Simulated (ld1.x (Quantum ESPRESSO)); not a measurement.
Se, PAW: configuration errors across variants

```
Element                 : Se
Generator               : ld1.x (Quantum ESPRESSO) 7.5
Type                    : PAW
Functional              : PBE
Relativity              : scalar-relativistic
Frozen core             : [Ar] 3d10
Valence charge          : 6
Reference configuration : 4s2 4p4
Partial waves           : 4s (bound): rcut 1.30, rcutus 1.70 bohr; 4s channel at 0.9 Ry: rcut 1.30, rcutus 1.70 bohr; 4p (bound): rcut 1.65, rcutus 2.00 bohr; 4p channel at 1.35 Ry: rcut 1.65, rcutus 2.00 bohr; 4d channel at 0.1 Ry: rcut 1.65, rcutus 1.90 bohr
Local potential         : all-electron potential smoothed inside 1.90 bohr (lloc = -2)
Core correction         : Bessel-smoothed model core, default radius (core density twice the valence density)
Augmentation charge     : PSQ, inside the norm-conserving radii
```

All-electron excitation energies from the reference (eV): (1) 4s2 4p3 10.845; (2) 4s2 4p2 31.193; (3) 4s2 4p1 62.061; (4) 4s1 4p4 22.382; (5) 4s1 4p5 10.881; (6) 4s2 4p3.5 4.310; (7) 4s2 4p0 104.245.

The default core radius of the base comes out at 1.15 bohr.

2 further variants failed, have other tests or too few solved ones, and are left out.

Errors AE − PS in meV (a dash: test not solved or not reliable):

| change | (1) | (2) | (3) | (4) | (5) | (6) | (7) | bound ghosts |
| --- | --- | --- | --- | --- | --- | --- | --- | --- |
| base | -4.4 | -28 | -101 | -17 | -5.7 | -1.2 | -284 | none |
| local potential all-electron potential smoothed inside 1.45 bohr (lloc = -1) | -4.4 | -28 | -101 | -17 | -5.7 | -1.2 | -283 | none |
| core correction Bessel-smoothed model core inside 0.82 bohr | -4.4 | -28 | -101 | -17 | -5.7 | -1.2 | -284 | none |
| waves 4s (bound): rcut 1.30, rcutus 1.74 bohr; 4s channel at 0.9 Ry: rcut 1.30, rcutus 1.74 bohr | -4.4 | -28 | -101 | -17 | -5.7 | -1.1 | -284 | none |
| local potential all-electron potential smoothed inside 1.76 bohr (lloc = -2) | -4.4 | -28 | -101 | -17 | -5.7 | -1.2 | -284 | none |
| wave 4d channel at 0.1 Ry: rcut 1.65, rcutus 1.90 bohr becomes 4d channel at 0.1 Ry: rcut 1.65, rcutus 2.50 bohr | -4.4 | -28 | -101 | -17 | -5.7 | -1.2 | -284 | none |
| added wave 4d channel at 2.55 Ry: rcut 1.65, rcutus 1.90 bohr | -4.4 | -28 | -101 | -17 | -5.7 | -1.2 | -284 | none |

Q: Give the same row for: waves 4p (bound): rcut 1.65, rcutus 2.30 bohr; 4p channel at 1.35 Ry: rcut 1.65, rcutus 2.30 bohr.

A: -4.4, -28, -102, -17, -5.2, -1.1, -284; bound ghosts: none.
